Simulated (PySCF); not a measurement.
## Computed properties of (1Z,3Z)-1,4-difluorobuta-1,3-diene (C4H4F2), SMILES C(/F)=C/C=C\F

(1Z,3Z)-1,4-difluorobuta-1,3-diene (C4H4F2), SMILES C(=C/F)/C=C\F. The structure is a stationary point at PBE0-D3(BJ)/def2-SVP. One conformer was computed; it need not be the lowest. All values are computed for the isolated molecule unless a solvent is named; none is compared with measurement here.

**Structure.** The optimised structure has C2h symmetry. All 24 harmonic modes at PBE0-D3(BJ)/def2-SVP (PySCF) are real, so it is a minimum. With heavy atoms numbered as in [F:1]/[CH:2]=[CH:3]\[CH:4]=[CH:5]/[F:6], the shortest bond between them is F1–C2 at 1.331 Å and the longest C3–C4 at 1.448 Å.

**Vibrations.** The strongest infrared lines (harmonic, unscaled, degenerate partners summed) lie at 1723 cm⁻¹ (186 km/mol, C 93 %), 1091 cm⁻¹ (178 km/mol, H 46 %, C 28 %, F 25 %), 1246 cm⁻¹ (168 km/mol, H 59 %, C 25 %, F 15 %). The softest mode is at 89 cm⁻¹ and the zero-point energy is 44.9 kcal/mol.

**Electronic structure.** r2SCAN/def2-TZVP (PySCF) places the frontier levels at -5.74 and -1.60 eV, a gap of 4.14 eV, and gives a dipole moment of 0.00 D and a mean polarisability of 53.9 bohr³. PBE/def2-TZVP (PySCF) at the same geometry gives -5.56 and -1.75 eV, so its gap is 0.33 eV narrower. An orbital gap is neither the optical nor the fundamental gap.

**Excitations.** TDDFT-CAM-B3LYP/def2-SVPD (PySCF) has S1 at 5.81 eV (213 nm, f = 0.671, bright); the most intense of the 10 singlets computed lies at 5.81 eV (f = 0.67). T1 (TDA) is at 3.11 eV. TDDFT-PBE/def2-SVPD (PySCF) puts S1 at 5.43 eV. No vertical singlet excitation falls in the visible range (under 3.1 eV).

**NMR.** GIAO shifts at HF/pcSseg-1 (PySCF) (non-relativistic, atoms alike by connectivity averaged): ¹³C from 110.5 to 155.0 ppm against TMS; ¹H from 6.2 to 6.8 ppm against TMS; ¹⁹F at -111.9 ppm against CFCl3.

**Solvation.** SMD-ωB97X/def2-SVP (PySCF) gives 0.7 kcal/mol in water, -2.8 kcal/mol in diethylether, -2.1 kcal/mol in toluene (1 M in both phases, gas-phase geometry); of these solvents diethylether holds the molecule best.
